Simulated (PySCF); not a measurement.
Mo(NMe)(S)(F)2 (CH3F2MoNS), SMILES C[N]=[Mo]([F])([F])=[S], multiplicity 1.

Geometry: PBE-D3(BJ)/def2-SVP. The multiplicity is an assumed one; no other spin state was optimised. The structure was generated by enumeration; whether it is a known compound was not checked. The def2 effective core potentials stand for the cores of Mo; spin–orbit coupling is left out.

The numbers are results of PBE/def2-TZVP (PySCF), not measurements.

Symmetry labels are those of the subgroup Cs that the program uses (full group Cs).

Task: List the valence orbital energies around the gap with their symmetry. (The exact figures need the calculation; the answer reports its results.)

Result: 
| orbital | symmetry | energy (eV) |
|---|---|---|
| HOMO−7 | A' | -10.65 |
| HOMO−6 | A' | -10.27 |
| HOMO−5 | A" | -10.06 |
| HOMO−4 | A' | -8.57 |
| HOMO−3 | A' | -7.91 |
| HOMO−2 | A" | -7.52 |
| HOMO−1 | A" | -7.15 |
| HOMO | A' | -6.49 |
| LUMO | A' | -3.57 |
| LUMO+1 | A" | -3.43 |
| LUMO+2 | A' | -2.47 |
| LUMO+3 | A" | -2.14 |
